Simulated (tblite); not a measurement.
Start geometry of `O=C[C@@]1(F)CO[SiH2][C@@H]1F` from a force field or distance geometry (Å):
```
atom  x, y, z in Å
O1    -1.6258    0.7907    1.5763
C2    -1.6263   -0.1382    0.7582
C3    -0.7265    0.0315   -0.4073
F4    -1.5095   -0.0539   -1.5614
C5     0.0128    1.3078   -0.4529
O6     1.0263    1.3235    0.4712
Si7    1.6047   -0.3047    0.5910
C8     0.2688   -1.1059   -0.4379
F9     0.7122   -1.2551   -1.7312
H10   -2.2339   -1.0321    0.9356
H11   -0.6568    2.1809   -0.2066
H12    0.3823    1.5126   -1.4662
H13    2.8764   -0.4812   -0.0893
H14    1.6034   -0.7389    1.9801
H15   -0.1124   -2.0288    0.0184
```

**Question.** What comes out of this run: GFN2-xTB geometry optimisation, gas phase in tblite?

**Answer.** 
```
atom  x, y, z in Å
O1    -1.0642   -0.2761    1.8764
C2    -1.5676   -0.0966    0.8034
C3    -0.7753   -0.0737   -0.4726
F4    -1.6269   -0.2195   -1.5462
C5    -0.0599    1.2956   -0.5546
O6     1.0111    1.2827    0.3321
Si7    1.6105   -0.1990    0.7030
C8     0.3246   -1.1259   -0.3974
F9     0.8742   -1.3109   -1.6517
H10   -2.6450    0.1018    0.6727
H11   -0.7353    2.1155   -0.2913
H12    0.2875    1.4321   -1.5850
H13    2.9018   -0.3741    0.0502
H14    1.5275   -0.4494    2.1248
H15   -0.0674   -2.0945   -0.0856
```

The energy falls by 0.875 eV over 96 L-BFGS steps, the largest force on an atom goes from 4.17 to 0.008 eV/Å, and the atoms move by 0.477 Å rms after alignment. The bond that changes most is O6–Si7 (silyl ether oxygen to oxygen-bound silicon), which shortens by 0.091 Å. Bonds longer at the end by more than 0.005 Å: 7 of 15; shorter: 6. Among the angles that change most is C3–C2–H10, from 123.9° to 114.3°. Among the dihedrals that turn most is H10–C2–C3–C8, from -57° to -144°. Rotational constants go from 1779, 1551, 1106 to 1728, 1534, 1170 MHz. The orientation of the end geometry is arbitrary; only internal coordinates are fixed.

Hardware: an Arm Neoverse N1 with one thread, shared host with 64 logical CPUs at a one-minute load of 61. Cost: 1.1 s of wall time.

Its GFN2-xTB frequencies are all real (lowest 101 cm⁻¹). One conformer, not necessarily the lowest. 3 starts were optimised and ended at 0.00, 1.08 and 5.61 kcal/mol (GFN2-xTB); the lowest of these is shown.

These are computed values.
